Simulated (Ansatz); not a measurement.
System: H2B (cation, charge +1), singlet: symmetric bend, bond length relaxed. Scanned: H-B-H angle. Other coordinates (B-H bond length) were minimised at B3LYP/def2-TZVP.

- RKS-PBE/def2-TZVP = restricted PBE/def2-TZVP in Ansatz (a program for electronic structure)
- RKS-PBE0/def2-TZVP = Ansatz with restricted PBE0/def2-TZVP
- FCI/def2-TZVP = full CI/def2-TZVP, frozen core in Ansatz

Energies relative to the lowest point of each profile, in kJ/mol; the last columns give the error against full CI:

```csv
a / °,RKS-PBE/def2-TZVP,RKS-PBE0/def2-TZVP,FCI/def2-TZVP,RKS-PBE/def2-TZVP − FCI/def2-TZVP,RKS-PBE0/def2-TZVP − FCI/def2-TZVP
180,0.0,0.0,0.0,0.0,0.0
169.80,3.2,3.3,3.3,-0.1,0.0
157.84,15.2,15.5,15.7,-0.6,-0.2
148.53,30.8,31.5,31.8,-1.1,-0.3
137.80,55.9,57.2,57.7,-1.9,-0.5
128.83,83.0,85.0,85.7,-2.7,-0.7
122.02,107.5,110.2,111.1,-3.5,-0.8
112.43,148.3,152.1,153.2,-4.9,-1.1
98.74,220.0,225.9,227.4,-7.4,-1.5
88.51,285.4,293.2,295.2,-9.8,-2.0
82.16,331.5,340.7,343.0,-11.5,-2.4
68.70,444.3,456.9,458.9,-14.6,-2.0
```

RKS-PBE/def2-TZVP is furthest from FCI/def2-TZVP at 68.70 (-14.6 kJ/mol, below); its mean absolute error over the points is 4.8 kJ/mol.

RKS-PBE0/def2-TZVP is furthest from FCI/def2-TZVP at 82.16 (-2.4 kJ/mol, below); its mean absolute error over the points is 1.0 kJ/mol.

The scan ran from 180.0 to 60.0; beyond the range shown the relaxed coordinates jump or full CI changes its symmetry label.
